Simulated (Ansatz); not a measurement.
Ligand exchange: BH2F + Sn(CH3)(SH) → BH2(SH) + Sn(CH3)F

Species: BH2F `BF`, singlet; Sn(CH3)(SH), singlet; BH2(SH), singlet; Sn(CH3)F, singlet. The partners trade F for SH: B–F and Sn–SH bonds give way to B–SH and Sn–F.

Shapes, held fixed at every level: PBE0-D4/def2-TZVP. Flexible molecules stand in one conformer, not always the lowest. Programs: Ansatz 0.2.0. The zero-point and thermal change to 298 K, harmonic and unscaled (PBE0-D4/def2-TZVP), is -1.6 kJ/mol.

(1) Estimate ΔH(298 K) of this reaction.

## Answers

(1) The highest level, CCSD(T)/def2-TZVPP, gives ΔH(298 K) = +50.4 kJ/mol; the levels span +43.9 to +58.7. The column of differences is taken from that level and isn't an error. No measured value is set beside it here. For atoms past krypton def2 sets carry core potentials with scalar relativity. Outer-core shells of Sn are correlated, in sets that cover them unevenly.

| level | kind | ΔH(298 K) (kJ/mol) | less CCSD(T)/def2-TZVPP |
| --- | --- | --- | --- |
| HF/def2-TZVPP | Hartree–Fock | +58.7 | +8.3 |
| PBE0-D4/def2-TZVPP | global hybrid | +46.4 | -4.0 |
| r2SCAN0-D4/def2-TZVPP | global hybrid | +48.2 | -2.2 |
| wB97M-V/def2-TZVPP | range-separated hybrid | +43.9 | -6.5 |
| B2PLYP/def2-TZVPP | double hybrid | +45.7 | -4.7 |
| MP2/def2-SVP | perturbation theory | +56.9 | +6.5 |
| CCSD/def2-TZVPP | coupled cluster or CI | +50.9 | +0.5 |
| CCSD(T)/def2-TZVPP | coupled cluster or CI | +50.4 | 0.0 |
